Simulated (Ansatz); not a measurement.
Reaction: GeAsH5 (SMILES [AsH2][GeH3]) → GeAsH4 (SMILES [AsH2][GeH2], doublet) + H (doublet) (the Ge-H bond breaks)
Each species at its own B3LYP-D3(BJ)/def2-TZVP minimum (Ansatz, a quantum-chemistry and plane-wave program).

Property: bond dissociation energy (electronic), in kcal/mol. Open shells are spin-unrestricted; no spin-orbit coupling. Correlated methods leave the cores frozen (noble-gas shells, and filled d and f shells in the p block). No relativity. CBS(X,Y): correlation extrapolated as X^-3, Hartree-Fock from the larger set. A bracket is a step between two methods taken in the basis named. Double hybrids freeze cores in their MP2 part. Where a partner has so few electrons that a lower coupled-cluster level is exact, that level stands in.

CCSD(T)/CBS(cc-pVTZ,cc-pVQZ) + [CCSDT(Q) - CCSD(T)]/cc-pVTZ (Ansatz) gives 86.1 kcal/mol.

### Question
What does PBE/def2-TZVPD (Ansatz) give here, and how do the other levels compare?

### Answer
PBE gives 81.2 kcal/mol, 4.9 kcal/mol below it. Differences of the others: r2SCAN/def2-TZVPD (Ansatz) -3.2; B3LYP/def2-TZVPD (Ansatz) -2.2; PBE0/def2-TZVPD (Ansatz) -3.6; wB97M-V/def2-TZVPD (Ansatz) -0.5; B2PLYP/def2-TZVPD (Ansatz) -2.3; CCSD(T)/CBS(cc-pVTZ,cc-pVQZ) (Ansatz) 0.1 kcal/mol.
